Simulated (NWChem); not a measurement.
Basis-set dependence for Cl2Se

```xyz
3

Se     0.0000     0.0000    -0.6872
Cl    -1.7155     0.0000     0.6872
Cl     1.7155     0.0000     0.6872
```
Charge 0, spin multiplicity 1.

Program: NWChem. The geometry was optimised at B3LYP/def2-SVP, a minimum by its harmonic frequencies.

Hartree-Fock energies in Ha, correlation energies in mHa.

The Hamiltonian is non-relativistic. The correlated methods keep 19 core orbitals frozen. The Pople sets run with spherical d functions. The structure started from a generated list of species. No row is a measurement; the coupled-cluster row has its own basis-set and correlation limits.

```json
[
 {"basis": "6-31G*", "functions": "68", "RHF": "-3318.48517", "MP2": "-506.4", "SCS-MP2": "-480.2", "CCSD": "-531.5", "CCSD+T(CCSD)": "-545.9", "CCSD(T)": "-545.4", "CR-CCSD[T]": "-542.5", "CR-CCSD(T)": "-542.1"},
 {"basis": "def2-SVP", "functions": "68", "RHF": "-3318.23978", "MP2": "-494.2", "SCS-MP2": "-469.7", "CCSD": "-521.0", "CCSD+T(CCSD)": "-535.4", "CCSD(T)": "-534.8", "CR-CCSD[T]": "-532.0", "CR-CCSD(T)": "-531.5"},
 {"basis": "def2-TZVP", "functions": "122", "RHF": "-3318.86318", "MP2": "-636.5", "SCS-MP2": "-612.1", "CCSD": "not run", "CCSD+T(CCSD)": "not run", "CCSD(T)": "not run", "CR-CCSD[T]": "not run", "CR-CCSD(T)": "not run"}
]
```

From def2-SVP to def2-TZVP the Hartree-Fock energy moves by -623.4 mHa and the MP2 correlation energy by -142.2 mHa, which is 22 % of its value in the larger set.
